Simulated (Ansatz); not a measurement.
`[BH2][SnH2][OH]` + `N[SiH3]` → `[OH][SnH2][NH][SiH3]` + BH₃  (cleavage of the Sn–B bond)

Program: Ansatz. Geometries: PBE0-D4/def2-TZVP. ΔE: electronic, gas phase. CBS: MP2 limit from def2 TZ/QZ plus the TZ coupled-cluster correction, frozen cores. This one scheme is used for every species. Functionals use def2-TZVPP. Elements past krypton have def2 core potentials. For Sn outer-core shells are correlated without core-valence functions, which leaves a few kJ/mol of doubt a bond. One conformer a species, not always the lowest.

CCSD(T)/CBS gives -30.3 kJ/mol.

**Question.** Another level gave -26.1 kJ/mol. Which?
A. MP2/def2-TZVPP
B. PBE/def2-TZVPP
C. ωB97M-V/def2-TZVPP
D. PBE0-D4/def2-TZVPP

**Answer.** C. ωB97M-V -26.1, PBE0-D4 -17.6, MP2/def2-TZVPP -35.2, PBE -10.6 kJ/mol.

Largest T1 diagnostic among the species: 0.014.

The D4 term adds −7.2 kJ/mol with B3LYP and −4.1 kJ/mol with PBE0; it sums over pairs of atoms, weighted by their polarisabilities, and B3LYP, whose exchange is more repulsive, gets the larger term.

B3LYP here is the variant with VWN-RPA as its local correlation; programs differ in this.
